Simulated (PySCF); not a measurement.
## Correlation energy of V⁺ (vanadium, charge +1)

[Ar] 3d3 4p1, one real determinant (an excited configuration). All numbers are calculated (PySCF 2.14, the spin-free X2C one-electron Hamiltonian (Gaussian nucleus), in aug-cc-pVDZ-DK (7s6p4d2f, 59 functions)). Frozen: [Ar]; 4 electrons correlated.

```tsv
level	correlation energy (mhartree)
CCSD	-24.62
(T)	-0.77
CCSD(T)	-25.39
```

Diagnostics: T1 = 0.0091, D1 = 0.0174, largest double amplitude 0.096.

Task: Is a single reference adequate?

Result: Mostly. T1 lies below 0.03, but a double amplitude of this size points to a near-degeneracy that CCSD handles and MP2 describes poorly.

The reference is one real determinant that mixes LS terms of this configuration.
